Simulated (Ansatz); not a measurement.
Born–Oppenheimer molecular dynamics of H$_{6}$InNSi (9 atoms, charge 0, multiplicity 1). It starts at the highest image of a converged band. Of that band: The profile has 3 maxima (images 3, 5, 7) with wells between them (images 4, 6): this band takes more than one step, which may be the mechanism or a detour left from its start path. Neighbouring images differ by up to 1.3 eV, so the band resolves the path poorly. A vibrational analysis at the climbing image gives one clearly imaginary mode, 1233i cm⁻¹: a first-order saddle point.

Computed with RKS PBE0/def2-mTZVP in Ansatz.

```
ensemble                      : NVE (velocity Verlet)
time step                     : 0.5 fs
steps asked                   : 200
starting velocities drawn for : 100 K
seed                          : 9846
```

Frames 2.5 fs apart, positions in Å, forces in eV/Å.

Velocities at 5.0 fs (Å/ps):

```
N 1.30 0.28 -0.48
In -0.16 0.02 0.16
Si -0.32 -0.25 -0.37
H 11.14 -3.25 -5.33
H -16.28 -4.94 -13.25
H 1.07 -3.21 3.77
H -2.04 1.09 2.41
H 0.45 13.99 7.96
H 14.51 -2.45 3.52
```

```xyz
9
Properties=species:S:1:pos:R:3:forces:R:3 time_fs=5.0 energy_less_start_eV=0.028 T=69
N 0.527 0.470 -1.470 -0.17 0.08 -0.02
In 0.893 2.184 -0.038 -0.02 -0.07 -0.07
Si -0.565 -0.851 1.056 0.14 -0.31 0.05
H 1.354 0.031 -1.879 -0.19 0.07 -0.11
H -0.179 0.585 -2.209 0.42 -0.08 0.21
H -0.024 -0.458 -0.561 -0.10 -0.04 -0.04
H 0.163 -1.719 2.046 -0.03 -0.13 -0.07
H -1.959 -0.800 1.593 -0.18 -0.04 -0.03
H -0.042 0.493 1.532 0.13 0.54 0.08
9
Properties=species:S:1:pos:R:3:forces:R:3 time_fs=7.5 energy_less_start_eV=0.051 T=44
N 0.529 0.471 -1.473 -0.28 -0.15 -0.82
In 0.892 2.184 -0.037 -0.02 -0.08 -0.09
Si -0.565 -0.852 1.055 0.14 0.03 0.29
H 1.368 0.029 -1.893 -0.68 0.33 0.12
H -0.197 0.569 -2.226 1.01 -0.13 0.81
H -0.024 -0.467 -0.553 -0.11 -0.03 -0.06
H 0.157 -1.721 2.050 -0.05 -0.15 -0.10
H -1.962 -0.766 1.611 -0.02 -0.06 -0.11
H -0.003 0.501 1.542 0.00 0.24 -0.05
9
Properties=species:S:1:pos:R:3:forces:R:3 time_fs=10.0 energy_less_start_eV=0.029 T=68
N 0.531 0.471 -1.478 0.23 0.00 0.58
In 0.892 2.184 -0.037 -0.02 -0.10 -0.12
Si -0.566 -0.853 1.055 0.17 0.43 0.49
H 1.349 0.043 -1.901 0.12 -0.05 -0.08
H -0.164 0.547 -2.203 -0.31 0.12 -0.36
H -0.031 -0.477 -0.548 -0.09 -0.02 -0.03
H 0.148 -1.731 2.047 -0.06 -0.15 -0.11
H -1.966 -0.736 1.623 0.13 -0.08 -0.17
H 0.036 0.523 1.549 -0.17 -0.16 -0.19
9
Properties=species:S:1:pos:R:3:forces:R:3 time_fs=12.5 energy_less_start_eV=0.058 T=37
N 0.534 0.471 -1.480 0.30 0.18 1.20
In 0.891 2.184 -0.037 -0.02 -0.12 -0.16
Si -0.565 -0.853 1.056 0.25 0.64 0.49
H 1.335 0.054 -1.915 0.69 -0.31 -0.21
H -0.147 0.531 -2.199 -0.97 0.25 -0.86
H -0.043 -0.489 -0.545 -0.07 -0.04 0.04
H 0.135 -1.750 2.038 -0.06 -0.12 -0.10
H -1.963 -0.711 1.624 0.14 -0.08 -0.17
H 0.066 0.536 1.545 -0.26 -0.38 -0.24
9
Properties=species:S:1:pos:R:3:forces:R:3 time_fs=15.0 energy_less_start_eV=0.032 T=65
N 0.537 0.472 -1.479 -0.30 -0.07 -0.79
In 0.891 2.184 -0.036 -0.02 -0.13 -0.21
Si -0.565 -0.851 1.058 0.36 0.60 0.31
H 1.355 0.051 -1.937 -0.17 0.14 0.24
H -0.175 0.529 -2.234 0.50 0.14 0.65
H -0.059 -0.504 -0.539 -0.09 -0.13 0.15
H 0.119 -1.777 2.024 -0.04 -0.10 -0.09
H -1.952 -0.690 1.616 -0.02 -0.08 -0.11
H 0.080 0.527 1.528 -0.23 -0.36 -0.15
9
Properties=species:S:1:pos:R:3:forces:R:3 time_fs=17.5 energy_less_start_eV=0.018 T=80
N 0.540 0.473 -1.480 -0.10 -0.01 -1.17
In 0.891 2.184 -0.036 -0.01 -0.18 -0.30
Si -0.564 -0.849 1.060 0.37 0.31 0.06
H 1.368 0.054 -1.947 -0.53 0.31 0.39
H -0.180 0.536 -2.239 0.73 0.11 0.83
H -0.081 -0.527 -0.524 -0.16 -0.28 0.30
H 0.101 -1.810 2.003 -0.03 -0.07 -0.09
H -1.943 -0.675 1.602 -0.20 -0.07 -0.05
H 0.081 0.497 1.502 -0.08 -0.10 0.03
9
Properties=species:S:1:pos:R:3:forces:R:3 time_fs=20.0 energy_less_start_eV=-0.033 T=137
N 0.542 0.473 -1.486 0.59 0.59 0.68
In 0.890 2.184 -0.036 -0.02 -0.28 -0.44
Si -0.561 -0.845 1.063 0.16 -0.10 -0.07
H 1.355 0.073 -1.936 0.30 -0.11 -0.07
H -0.150 0.550 -2.202 -0.66 0.22 -0.62
H -0.112 -0.567 -0.492 -0.28 -0.47 0.42
H 0.081 -1.847 1.978 -0.02 -0.04 -0.10
H -1.945 -0.663 1.584 -0.23 -0.08 -0.06
H 0.079 0.463 1.478 0.14 0.28 0.26
9
Properties=species:S:1:pos:R:3:forces:R:3 time_fs=22.5 energy_less_start_eV=-0.109 T=221
N 0.547 0.477 -1.489 0.40 1.08 1.00
In 0.890 2.183 -0.037 -0.02 -0.38 -0.59
Si -0.559 -0.842 1.065 -0.18 -0.31 0.22
H 1.358 0.086 -1.929 0.59 -0.25 -0.36
H -0.152 0.576 -2.195 -0.60 0.18 -0.69
H -0.160 -0.635 -0.435 -0.35 -0.62 0.29
H 0.061 -1.886 1.946 -0.01 -0.01 -0.11
H -1.959 -0.657 1.562 -0.07 -0.11 -0.14
H 0.084 0.444 1.468 0.24 0.41 0.39
9
Properties=species:S:1:pos:R:3:forces:R:3 time_fs=25.0 energy_less_start_eV=-0.219 T=342
N 0.553 0.484 -1.488 -0.01 1.04 -0.65
In 0.889 2.183 -0.037 -0.01 -0.43 -0.73
Si -0.557 -0.840 1.069 -0.45 -0.15 1.16
H 1.388 0.088 -1.940 -0.44 0.25 0.01
H -0.181 0.612 -2.221 0.92 -0.11 0.62
H -0.228 -0.739 -0.364 -0.22 -0.59 -0.46
H 0.039 -1.925 1.908 0.00 0.01 -0.08
H -1.978 -0.657 1.531 0.11 -0.12 -0.19
H 0.102 0.447 1.482 0.11 0.10 0.31
9
Properties=species:S:1:pos:R:3:forces:R:3 time_fs=27.5 energy_less_start_eV=-0.311 T=444
N 0.559 0.497 -1.490 0.34 0.97 -0.49
In 0.889 2.182 -0.038 0.01 -0.44 -0.79
Si -0.556 -0.838 1.074 -0.48 0.07 1.87
H 1.397 0.102 -1.951 -0.61 0.35 0.14
H -0.166 0.642 -2.219 0.72 -0.10 0.44
H -0.308 -0.877 -0.322 -0.03 -0.47 -1.20
H 0.018 -1.964 1.866 0.01 0.03 0.06
H -1.991 -0.663 1.490 0.15 -0.07 -0.10
H 0.126 0.455 1.513 -0.10 -0.34 0.07
9
Properties=species:S:1:pos:R:3:forces:R:3 time_fs=30.0 energy_less_start_eV=-0.412 T=556
N 0.567 0.513 -1.493 0.79 1.08 1.29
In 0.888 2.180 -0.040 0.03 -0.41 -0.80
Si -0.556 -0.835 1.084 -0.25 -0.21 0.75
H 1.377 0.134 -1.957 0.44 -0.14 -0.21
H -0.115 0.669 -2.197 -0.84 0.23 -0.87
H -0.392 -1.043 -0.342 -0.04 -0.16 -0.34
H -0.003 -2.001 1.827 0.02 0.09 0.24
H -1.996 -0.674 1.444 0.02 0.03 0.10
H 0.145 0.444 1.548 -0.18 -0.51 -0.16
9
Properties=species:S:1:pos:R:3:forces:R:3 time_fs=32.5 energy_less_start_eV=-0.410 T=553
N 0.578 0.534 -1.492 0.15 1.13 0.71
In 0.888 2.179 -0.042 0.06 -0.31 -0.75
Si -0.556 -0.834 1.094 -0.27 -1.20 -0.87
H 1.377 0.160 -1.973 0.59 -0.21 -0.16
H -0.102 0.707 -2.216 -0.41 0.13 -0.27
H -0.477 -1.217 -0.381 0.03 0.40 0.93
H -0.022 -2.033 1.803 0.01 0.18 0.37
H -1.999 -0.683 1.403 -0.10 0.14 0.27
H 0.154 0.406 1.575 -0.04 -0.25 -0.23
```

Of the whole run (100 fs, mean temperature of the second half 776 K): The conserved energy stayed within 0.12 meV per atom of its start (net change -0.014 meV per atom), so the integration is sound. The system heated up, since it started high on the potential surface and ran downhill. A run of 0.1 ps of so small a system gives no equilibrium averages. The orbitals stay closed-shell, which can raise the energy where a bond breaks towards radicals; this wasn't checked here.

Time of the run: 3.2 min on 2 threads of AMD EPYC 9R45 96-Core Processor (Zen 5), on a shared host, peak memory 0.22 GiB.
